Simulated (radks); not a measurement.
The numbers below are computed, except where a source is named.
The bismuth ion Bi3+, configuration [Hg]. Code: a radial shooting solver on a logarithmic mesh with Libxc functionals. Model: scalar-relativistic Kohn-Sham, r2SCAN, spin-polarised, spherical densities, finite nucleus; meta-GGA in the generalised Kohn-Sham scheme; Fermi nuclear charge, rms radius 5.5211 fm.

X-ray form factor f0, the Fourier transform of the density (f0(0) = 80):

sin(theta)/lambda (1/angstrom),f0 (electrons)
0.05,79.257
0.1,77.161
0.15,74.056
0.2,70.365
0.25,66.459
0.3,62.600
0.4,55.543
0.5,49.588
0.6,44.630
0.8,36.838
1,30.764
1.25,24.757
1.5,20.368
2,15.430
